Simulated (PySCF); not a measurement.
Excitation energy of Bi²⁺ by level of theory

Bi²⁺ [Xe] 4f14 5d10 6s2 6p1 (2P) → Bi²⁺ [Xe] 4f14 5d10 6s1 6p2 (4P), as a difference of total energies. Computed with PySCF 2.14 in aug-cc-pV5Z-PP with ECP60MDF, with scalar relativity through the core potential. Correlated levels: valence: 5s2 5p6 5d10 frozen. The calculations carry no spin-orbit coupling.

```csv
method,excitation energy (eV)
UHF,7.782
LDA,10.296
PBE,9.992
PBE0,9.570
r2SCAN,9.463
MN15,10.102
r2SCAN0,9.222
BLYP,10.230
MP2 (valence),8.451
SCS-MP2 (valence),8.701
```

Problem. How much does correlation contribute at MP2 (valence)?

Solution. 8.451 − (7.782) = 0.669 eV, measured against UHF.

Spin-orbit coupling is strong in these open shells (close to jj coupling). The scalar numbers leave it out and a first-order estimate fails, so it can dominate the gap to the real levels.
